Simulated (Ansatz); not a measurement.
Computed with Ansatz (a program for electronic structure) with frozen-core CCSD(T)/def2-TZVPP // PBE0-D4/def2-TZVP. The geometry is that of the parent before the electron was removed.

Ansatz 0.2 input:
```yaml
crystal:
  periodic: [false, false, false]
  atoms:
    - { symbol: In, position_ang: [0.000006, -0.000014, 0.000005] }
    - { symbol: H, position_ang: [-0.155854, 1.717271, -0.015183] }
    - { symbol: H, position_ang: [-1.407879, -0.994038, -0.058229] }
    - { symbol: H, position_ang: [1.563727, -0.723218, 0.073407] }
basis:
  gaussian: { orbitals: def2-TZVPP }
correlation:
  method: ccsd_t
total_charge: 1
magnetization:
  spin_polarized: true
  initial_magnetization: 1
```

Output:

```
Functional definition: HF
713 factors; integrals over basis functions are off by at most 5.8e-4 eV
mean field evaluation 1: about -5184.1112 eV, gradient 8.4e0 eV
mean field evaluation 2: about -5184.1103 eV, gradient 8.4e0 eV
mean field evaluation 4: about -5185.0042 eV, gradient 1.8e0 eV
mean field evaluation 8: about -5185.0875 eV, gradient 1.8e-2 eV
mean field evaluation 16: about -5184.1116 eV, gradient 8.4e0 eV
mean field evaluation 32: about -5185.0744 eV, gradient 5.2e-2 eV
mean field evaluation 64: about -5185.0864 eV, gradient 7.6e-2 eV
mean field evaluation 96: about -5185.0067 eV, gradient 2.2e0 eV
mean field evaluation 128: about -5185.0694 eV, gradient 6.4e-3 eV
mean field evaluation 160: about -5185.0715 eV, gradient 6.9e-2 eV
mean field -5185.08765425 eV, -190.5484567149 hartree, gradient 2.5e-6 eV, S^2 0.874056; 8 other end points of the search recorded, 0 dependent functions left out
determinant -5185.08765425 eV, -190.5484567149 hartree, with singles and doubles -5193.05771009 eV, -190.8413508650 hartree
determinant -5185.08762468 eV, -190.5484556283 hartree, with singles and doubles -5193.05768116 eV, -190.8413498018 hartree
determinant -5185.08756064 eV, -190.5484532748 hartree, with singles and doubles -5193.05760892 eV, -190.8413471470 hartree
determinant -5185.06938868 eV, -190.5477854678 hartree, with singles and doubles -5193.04212706 eV, -190.8407781991 hartree
determinant -5185.06932283 eV, -190.5477830479 hartree, with singles and doubles -5193.04206086 eV, -190.8407757662 hartree
determinant -5185.06929444 eV, -190.5477820045 hartree, with singles and doubles -5193.04203230 eV, -190.8407747168 hartree
determinant -5185.08765425 eV, -190.5484567149 hartree, with singles and doubles -5192.99583972 eV, -190.8390771709 hartree
determinant -5185.08762468 eV, -190.5484556283 hartree, with singles and doubles -5192.99580781 eV, -190.8390759981 hartree
determinant -5185.08756064 eV, -190.5484532748 hartree, with singles and doubles -5192.99574088 eV, -190.8390735385 hartree
determinant -5185.06938868 eV, -190.5477854678 hartree, with singles and doubles -5192.98574829 eV, -190.8387063173 hartree
determinant -5185.06932283 eV, -190.5477830479 hartree, with singles and doubles -5192.98568037 eV, -190.8387038217 hartree
determinant -5185.06929444 eV, -190.5477820045 hartree, with singles and doubles -5192.98565022 eV, -190.8387027134 hartree
4 core orbitals not correlated
reference -5185.08765425 eV, -190.5484567149 hartree; 8, 7 occupied and 80, 81 virtual orbitals, 713 factors
second order -7.52951328 eV of doubles, -0.00000000 eV of singles
cycle   1  -7.90818619 eV  change   -7.1e-7 eV  update   1.8e-6
perturbative correction -0.20524224 eV, -0.0075425131 hartree
Total energy: -5193.20108267 eV, -190.8466197101 hartree
```

Cost: around 2.0 core-minutes (rough).
